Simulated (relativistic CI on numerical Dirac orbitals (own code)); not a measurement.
Ligand-field terms of d8

Computed with a parametric ligand-field model of a d^n configuration (Racah B and C, spin-orbit zeta, crystal field), exact diagonalisation.

Field parameters in Wybourne normalisation: Oh B⁴₀ = 21Dq, B⁴₄ = √(5/14) B⁴₀. The field is a parameter set, without covalency.

Q: Ground term and bands for B = 530, C = 2600, ζ = 0 cm⁻¹, Oh, 10Dq = 22790 cm⁻¹?

A: Ground term 3A2 with 2.00 electrons in the two orbitals of the cubic e set. Spin-allowed: 3T2 22790 cm⁻¹ (439 nm), 3T1 28605 cm⁻¹ (350 nm), 3T1 47715 cm⁻¹ (210 nm). Lowest spin-forbidden: 1E 9367 cm⁻¹ (1068 nm), 1A1 17299 cm⁻¹ (578 nm), 1T2 32086 cm⁻¹ (312 nm). With an A2 ground term the first spin-allowed band lies at |10Dq| itself.

Q: Ground term and bands for B = 530, C = 2600, ζ = 0 cm⁻¹, Oh, 10Dq = 24910 cm⁻¹?

A: Ground term 3A2 with 2.00 electrons in the two orbitals of the cubic e set. Spin-allowed: 3T2 24910 cm⁻¹ (401 nm), 3T1 30780 cm⁻¹ (325 nm), 3T1 51900 cm⁻¹ (193 nm). Lowest spin-forbidden: 1E 9373 cm⁻¹ (1067 nm), 1A1 17417 cm⁻¹ (574 nm), 1T2 34218 cm⁻¹ (292 nm). With an A2 ground term the first spin-allowed band lies at |10Dq| itself.

Q: Ground term and bands for B = 530, C = 2600, ζ = 0 cm⁻¹, Oh, 10Dq = 15370 cm⁻¹?

A: Ground term 3A2 with 2.00 electrons in the two orbitals of the cubic e set. Spin-allowed: 3T2 15370 cm⁻¹ (651 nm), 3T1 20849 cm⁻¹ (480 nm), 3T1 33211 cm⁻¹ (301 nm). Lowest spin-forbidden: 1E 9333 cm⁻¹ (1072 nm), 1A1 16684 cm⁻¹ (599 nm), 1T2 24601 cm⁻¹ (406 nm). With an A2 ground term the first spin-allowed band lies at |10Dq| itself.

Q: Ground term and bands for B = 530, C = 2600, ζ = 0 cm⁻¹, Oh, 10Dq = 11130 cm⁻¹?

A: Ground term 3A2 with 2.00 electrons in the two orbitals of the cubic e set. Spin-allowed: 3T2 11130 cm⁻¹ (898 nm), 3T1 16173 cm⁻¹ (618 nm), 3T1 25167 cm⁻¹ (397 nm). Lowest spin-forbidden: 1E 9293 cm⁻¹ (1076 nm), 1A1 16081 cm⁻¹ (622 nm), 1T2 20288 cm⁻¹ (493 nm). With an A2 ground term the first spin-allowed band lies at |10Dq| itself.

Q: Ground term and bands for B = 530, C = 2600, ζ = 0 cm⁻¹, Oh, 10Dq = 16430 cm⁻¹?

A: Ground term 3A2 with 2.00 electrons in the two orbitals of the cubic e set. Spin-allowed: 3T2 16430 cm⁻¹ (609 nm), 3T1 21979 cm⁻¹ (455 nm), 3T1 35261 cm⁻¹ (284 nm). Lowest spin-forbidden: 1E 9339 cm⁻¹ (1071 nm), 1A1 16798 cm⁻¹ (595 nm), 1T2 25674 cm⁻¹ (390 nm). With an A2 ground term the first spin-allowed band lies at |10Dq| itself.
